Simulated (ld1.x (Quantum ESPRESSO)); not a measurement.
u(r) = r·R(r): atom against pseudo-atom (sulfur)

Columns: radius, all-electron u(r) and pseudo u(r) of the 3s shell (level -17.28 eV) of sulfur in the configuration [Ne] 3s2 3p4; LDA (PZ), scalar-relativistic, ultrasoft scheme, ld1.x (Quantum ESPRESSO) 7.5.

```json
{"r (bohr)": "0.093", "all-electron": "0.1334", "pseudo": "0.0871"}
{"r (bohr)": "0.185", "all-electron": "-0.2012", "pseudo": "0.1724"}
{"r (bohr)": "0.278", "all-electron": "-0.3916", "pseudo": "0.2569"}
{"r (bohr)": "0.370", "all-electron": "-0.3946", "pseudo": "0.3380"}
{"r (bohr)": "0.463", "all-electron": "-0.2753", "pseudo": "0.4165"}
{"r (bohr)": "0.555", "all-electron": "-0.0983", "pseudo": "0.4900"}
{"r (bohr)": "0.648", "all-electron": "0.0967", "pseudo": "0.5592"}
{"r (bohr)": "0.740", "all-electron": "0.2800", "pseudo": "0.6218"}
{"r (bohr)": "0.833", "all-electron": "0.4420", "pseudo": "0.6784"}
{"r (bohr)": "0.925", "all-electron": "0.5736", "pseudo": "0.7271"}
{"r (bohr)": "1.018", "all-electron": "0.6769", "pseudo": "0.7683"}
{"r (bohr)": "1.110", "all-electron": "0.7513", "pseudo": "0.8004"}
{"r (bohr)": "1.203", "all-electron": "0.8013", "pseudo": "0.8238"}
{"r (bohr)": "1.295", "all-electron": "0.8294", "pseudo": "0.8376"}
{"r (bohr)": "1.388", "all-electron": "0.8400", "pseudo": "0.8418"}
{"r (bohr)": "1.480", "all-electron": "0.8361", "pseudo": "0.8361"}
{"r (bohr)": "1.573", "all-electron": "0.8207", "pseudo": "0.8207"}
{"r (bohr)": "1.665", "all-electron": "0.7969", "pseudo": "0.7969"}
{"r (bohr)": "1.758", "all-electron": "0.7666", "pseudo": "0.7666"}
{"r (bohr)": "1.850", "all-electron": "0.7322", "pseudo": "0.7322"}
{"r (bohr)": "1.943", "all-electron": "0.6945", "pseudo": "0.6945"}
{"r (bohr)": "2.035", "all-electron": "0.6556", "pseudo": "0.6556"}
{"r (bohr)": "2.128", "all-electron": "0.6157", "pseudo": "0.6157"}
{"r (bohr)": "2.220", "all-electron": "0.5764", "pseudo": "0.5764"}
{"r (bohr)": "2.313", "all-electron": "0.5373", "pseudo": "0.5373"}
{"r (bohr)": "2.405", "all-electron": "0.4998", "pseudo": "0.4998"}
```

Problem. How many radial nodes do the two functions have?

Solution. The all-electron 3s function has n − l − 1 = 2; the pseudo-wave has 0, since the states of the same l below it are removed with the core.

Problem. At about which radius was the pseudo-wave matched?

Solution. 1.55 bohr, where the columns begin to agree (steps of 0.09 bohr).

Problem. Is the pseudo-wave norm-conserving?

Solution. No, it belongs to an ultrasoft set: the norm inside the radius is not constrained, and the difference is carried by the augmentation charge.
